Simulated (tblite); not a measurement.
C5H7ClGe.
SMILES with atom numbers: `[CH:1]#[C:2][Ge@H:3]([Cl:4])[CH2:5][CH:6]=[CH2:7]` (hydrogens: H8 on C1; H9 on Ge3; H10, H11 on C5; H12 on C6; H13, H14 on C7)

Computed with GFN2-xTB (tblite), gas phase: L-BFGS steps from a force-field or distance-geometry start until the largest atomic force falls under 0.01 eV/Å.

Step 36: E = -562.6808 eV
```
atom  x, y, z in Å  |  force x, y, z in eV/Å
C1      3.0549   -1.2096   -0.4768   -0.023   0.006  -0.007
C2      2.2043   -0.3598   -0.5143   -0.011  -0.010  -0.037
Ge3     0.8757    1.0078   -0.6808    0.058  -0.033  -0.118
Cl4     1.8576    2.8498   -0.3606   -0.012   0.027   0.022
C5     -0.6513    0.7978    0.5921   -0.043  -0.060   0.035
C6     -1.2768   -0.5479    0.4854   -0.015  -0.025   0.012
C7     -2.3046   -0.8389   -0.2921   -0.014  -0.008  -0.045
H8      3.7931   -1.9607   -0.4478    0.001   0.006   0.041
H9      0.4149    0.9634   -2.1333    0.012   0.005   0.051
H10    -1.3735    1.5826    0.3635   -0.015   0.010  -0.033
H11    -0.2820    0.9606    1.6045    0.039   0.037   0.035
H12    -0.8252   -1.3215    1.0911    0.028  -0.019   0.030
H13    -2.7572   -0.0956   -0.9288   -0.048   0.013   0.035
H14    -2.7305   -1.8283   -0.3294    0.043   0.050  -0.020
```

Step 37: E = -562.6832 eV
```
atom  x, y, z in Å  |  force x, y, z in eV/Å
C1      3.0727   -1.2075   -0.4818   -0.009  -0.015   0.018
C2      2.2153   -0.3651   -0.5169    0.000  -0.008  -0.016
Ge3     0.8905    1.0009   -0.6795   -0.029   0.032  -0.016
Cl4     1.8651    2.8425   -0.3291   -0.007   0.015   0.007
C5     -0.6577    0.7992    0.5780    0.004  -0.035  -0.005
C6     -1.2750   -0.5481    0.4727   -0.070  -0.047  -0.017
C7     -2.3261   -0.8343   -0.2766    0.009   0.000   0.011
H8      3.8136   -1.9542   -0.4445    0.027  -0.021   0.025
H9      0.4444    0.9615   -2.1310   -0.010   0.020  -0.017
H10    -1.3824    1.5754    0.3234    0.041   0.002   0.014
H11    -0.3038    0.9694    1.5962    0.018   0.061  -0.018
H12    -0.7989   -1.3256    1.0558    0.008  -0.012   0.001
H13    -2.8137   -0.0891   -0.8854    0.001   0.012   0.050
H14    -2.7446   -1.8255   -0.3086    0.017  -0.004  -0.036
```

**Question.** Estimate the geometry and energy of step 38. (The exact step hangs on the optimiser's Hessian estimate; all steps are aligned on step 37, rigid shifts and turns removed.)

**Answer.** E = -562.6836 eV, largest force 0.060 eV/Å
```
atom  x, y, z in Å  |  force x, y, z in eV/Å
C1      3.0733   -1.2077   -0.4822   -0.003  -0.021   0.020
C2      2.2156   -0.3656   -0.5183   -0.001  -0.004  -0.015
Ge3     0.8910    1.0011   -0.6803   -0.030   0.020   0.007
Cl4     1.8648    2.8424   -0.3272   -0.007   0.016   0.006
C5     -0.6580    0.7984    0.5774    0.013  -0.021  -0.007
C6     -1.2757   -0.5487    0.4720   -0.030  -0.025   0.008
C7     -2.3272   -0.8339   -0.2759   -0.003  -0.016   0.007
H8      3.8148   -1.9542   -0.4432    0.019  -0.014   0.022
H9      0.4456    0.9614   -2.1308   -0.015   0.023  -0.032
H10    -1.3822    1.5748    0.3218    0.037   0.003   0.013
H11    -0.3048    0.9707    1.5958    0.016   0.052  -0.025
H12    -0.7979   -1.3256    1.0541    0.007  -0.021   0.001
H13    -2.8160   -0.0883   -0.8821   -0.009   0.024   0.035
H14    -2.7441   -1.8252   -0.3082    0.005  -0.017  -0.040
```

The energy changes by -0.0004 eV. The first-order estimate −F·Δx gives -0.0004 eV and the mean of the old and new forces, exact on a quadratic surface, -0.0003 eV. The step makes an angle of 66° with the force vector and moves no atom by more than 0.004 Å.

The cost below is that of the whole relaxation. The run took 0.63 s of wall time on one thread of an Arm Neoverse V1, shared host with 32 logical CPUs at a one-minute load of 6.0.
